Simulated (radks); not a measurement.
The ytterbium ion Yb+, configuration [Kr] 4d10 4f14 5p6 6s1 7s2 (not the ground configuration). All-electron calculation, scalar-relativistic Kohn-Sham, r2SCAN, spin-polarised, spherical densities, finite nucleus; open shells are filled with parallel spins first (spin-orbit coupling, left out, can overturn this in heavy ions); meta-GGA in the generalised Kohn-Sham scheme; Fermi nuclear charge, rms radius 5.3108 fm. Program: a radial shooting solver on a logarithmic mesh with Libxc functionals.

Local quantities along the radius. ELF = 1/(1 + alpha^2) is the electron localisation function; alpha = (tau - tau_W)/tau_unif compares the Pauli kinetic energy density with that of the uniform gas (summed over spins). tau is taken from the large components.

```
   r/bohr * ELF (the largest magnitude, 1, reaches the edge; | marks zero)
 0.001371 |                                                      *
 0.001888 |                                                      *
 0.002621 |                                                      *
 0.003609 |                                                      *
  0.00501 |                                                      *
   0.0069 |                                                      *
 0.009578 |                                                     *
  0.01319 |                                                 *
  0.01831 |                                    *
  0.02522 |                   *
    0.035 |                     *
  0.04821 |                                    *
  0.06692 |                                       *
  0.09216 |                       *
   0.1279 |                      *
   0.1762 |                                       *
   0.2446 |                           *
   0.3368 |               *
   0.4675 |                                     *
   0.6439 |                                *
   0.8867 |                *
    1.231 |                    *
    1.695 |                 *
    2.353 |         *
     3.24 |       *
    4.498 | *
    6.195 |                                                     *
      8.6 |                                                      *
    11.84 |                                                      *
```

On this mesh the ELF has minima near r = 0.030, 0.11, 0.29, 0.89, 2.4, 3.8 bohr, which separate the shells, and maxima near 0.057 (0.74), 0.18 (0.72), 0.55 (0.70), 1.4 (0.41), 2.8 (0.30).
